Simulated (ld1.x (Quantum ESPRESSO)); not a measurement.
# nickel (Ni), RRKJ: configuration errors across variants

| Quantity | Value |
| --- | --- |
| Element | Ni |
| Generator | ld1.x (Quantum ESPRESSO) 7.5 |
| Type | norm-conserving RRKJ (Kleinman–Bylander form) |
| Functional | PBE |
| Relativity | scalar-relativistic |
| Frozen core | [Ar] |
| Valence charge | 10 |
| Reference configuration | 3d7 4s0 4p0 (charge +3) |
| Partial waves | 4p (bound, empty): rc 1.65 bohr; 3d (bound): rc 0.85 bohr; 4s (bound, empty): rc 1.65 bohr |
| Local potential | the s channel |
| Core correction | Bessel-smoothed model core inside 0.40 bohr |
| rho0 | 0.001 |

All-electron excitation energies from the reference (eV): (1) 3d8 4s2 4p0 -64.140; (2) 3d8 4s1 4p0 -54.818; (3) 3d8 4s0 4p0 -37.467; (4) 3d8.5 4s1.5 4p0 -65.323; (5) 3d8 4s0 4p1 -49.133; (6) 3d7 4s2 4p1 -53.595; (7) 3d8 4s0 4p2 -54.638.

A true bound ghost makes a file unfit for plane-wave use even where its test errors are small: the radial tests pick states by their node count and pass the ghost by.

Errors AE − PS in meV (a dash: test not solved or not reliable):

```csv
change,(1),(2),(3),(4),(5),(6),(7),bound ghosts
base,-358,-463,-583,-797,-529,-26,-498,p
wave 3d (bound): rc 0.85 bohr becomes 3d (bound): rc 0.58 bohr,-363,-472,-598,-810,-540,-28,-508,p
wave 3d (bound): rc 0.85 bohr becomes 3d (bound): rc 0.66 bohr,-362,-470,-595,-807,-538,-28,-506,p
wave 3d (bound): rc 0.85 bohr becomes 3d (bound): rc 0.78 bohr,-360,-467,-589,-802,-533,-27,-502,p
wave 3d (bound): rc 0.85 bohr becomes 3d (bound): rc 0.90 bohr,-356,-461,-578,-793,-525,-25,-495,p
wave 3d (bound): rc 0.85 bohr becomes 3d (bound): rc 0.98 bohr,-353,-455,-569,-785,-519,-24,-490,p
wave 3d (bound): rc 0.85 bohr becomes 3d (bound): rc 1.06 bohr,-347,-445,-552,-769,-505,-22,-479,p
wave 3d (bound): rc 0.85 bohr becomes 3d (bound): rc 1.28 bohr,-328,-412,-494,-720,-462,-16,-442,p
```

Q: Give the same row for: wave 3d (bound): rc 0.85 bohr becomes 3d (bound): rc 1.16 bohr.

A: -340, -434, -532, -753, -491, -20, -466; bound ghosts: p.
